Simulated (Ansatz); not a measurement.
Ideal-gas functions of `C[Se][GeH3]` at 600 K and 1 bar, from an Ansatz frequency run at PBE0-D4/def2-TZVP.

Molar mass 169.63 g/mol, point group Cs (symmetry number 1), electronic degeneracy 1, moments of inertia 56.342, 257.295, 304.082 u Å². Harmonic wavenumbers (cm⁻¹, unscaled): 88, 134, 137, 296, 532, 538, 610, 813, 862, 881, 916, 931, 1308, 1462, 1470, 2140, 2140, 2175, 3073, 3174, 3175.

Use S(trans) = R[1.5 ln M + 2.5 ln T − 1.1517]; rotational temperatures θ = 24.2544 K / I; S(rot) = R[ln(√π/σ · √(T³/θAθBθC)) + 1.5]; for each mode x = 1.438777 ν̃/T, S = R[x/(eˣ − 1) − ln(1 − e⁻ˣ)] and H = RT x/(eˣ − 1); 1 cm⁻¹ = 0.0119627 kJ/mol; R = 8.31446 J/(mol·K).

By hand: the entropy, in J/(mol·K).

Translation 187.4. Rotation: θ = 0.4305, 0.0943, 0.0798 K, giving 120.8. Vibration, mode by mode: 21.27, 17.79, 17.61, 11.34, 6.83, 6.75, 5.86, 3.97, 3.62, 3.49, 3.26, 3.17, 1.55, 1.16, 1.14, 0.30, 0.30, 0.28, 0.04, 0.04, 0.04, in all 109.8. Electronic 0.0. Sum 418.0 J/(mol·K).

By hand: H − E and G − E in kJ/mol, counted from the electronic energy.

Zero-point energy ½ × 26855 × 0.0119627 = 160.6; thermal vibration 33.0; translation, rotation and pV give 4 RT = 20.0. H − E = 213.6 kJ/mol, and G − E = 213.6 − 600 × 418.0/1000 = -37.2 kJ/mol.

Vibration gives 26 % of the entropy, 56.7 J/(mol·K) of it from the modes under 150 cm⁻¹: soft modes count most, and the harmonic formula is weakest for them.
